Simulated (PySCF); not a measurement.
**C4H9NOSi: core ionisation energies**

C4H9NOSi.
Z-matrix (Å and degrees, PBE0-D3(BJ)/def2-SVP geometry), rows numbered from 1:
```
O 
C   1  1.2019
C   2  1.5042  1  124.99
C   3  1.5289  2  113.56  1    -1.44
N   4  1.4510  3  106.54  2  -165.81
Si  5  1.7337  4  114.11  3    25.55
C   3  1.5440  2  111.62  1  -125.30
H   2  1.1227  1  120.75  3  -179.25
H   3  1.1076  2  106.17  1   118.00
H   4  1.1079  3  108.93  2   -43.01
H   4  1.1032  3  109.89  2    73.07
H   5  1.0109  4  116.55  3  -171.84
H   6  1.4985  5  114.05  4  -122.27
H   6  1.4993  5  115.65  4   113.40
H   7  1.1041  3  110.36  2    47.72
H   7  1.0997  3  112.76  2   -72.68
```

Method: PySCF, delta-SCF UKS SCAN, pcX-2 on the ionised atom, pcseg-1 elsewhere, spin-free X2C. Binding energies are ΔSCF values: E(core-ionised, relaxed orbitals) − E(ground state) at a fixed geometry, referred to the vacuum level.

Problem. List the computed XPS lines with their assignment.

Solution. 
```csv
atom(s),environment,level,binding energy (eV),2p1/2 (eV),above the level's lowest (eV),count
Si6,SiH2 silicon,Si 1s,1846.64,–,0.00,1
O1,aldehyde oxygen,O 1s,537.94,–,0.00,1
N5,silicon-bound nitrogen,N 1s,404.36,–,0.00,1
C4,sp3 carbon bound to nitrogen,C 1s,291.53,–,+1.09,1
C3,sp3 carbon next to a carbonyl,C 1s,291.09,–,+0.65,1
C7,sp3 carbon bound to silicon,C 1s,290.44,–,0.00,1
Si6,SiH2 silicon,Si 2p3/2,106.76,107.39,0.00,1
```

The listed C 1s values span 1.09 eV, from C7 (bonded to C, 2 H and Si) to C4 (bonded to N, C and 2 H). The widest gap between neighbouring values is 0.65 eV, between 290.44 and 291.09 eV.

Problem. Which photon wavelength matches the Si 2p3/2 of Si6 threshold?

Solution. λ = hc/E = 12398.42 eV Å / 106.76 eV = 116.134 Å.

The list is incomplete; no value stands for C 1s of C2 (hole states with ⟨S²⟩ of 1 or more are left out). The unrestricted hole states depart most from a pure doublet (⟨S²⟩ = 0.75; over 0.85 named) for O 1s of O1 (0.95), which makes this value less certain. The 2p values aren't plain energy differences: one relaxed spin-free 2p hole is combined with a matrix within the shell (ground-state 2p orbital-energy differences and spin–orbit coupling). 2p3/2, the mean of its two sublevels, lies a third of the splitting below the shell's mean and 2p1/2 two thirds above it; the statistical areas are 2:1. 2p1/2 minus 2p3/2 (ligand field included): Si 0.62 eV. Geometry: PBE0-D3(BJ)/def2-SVP, one conformer, isolated molecule.
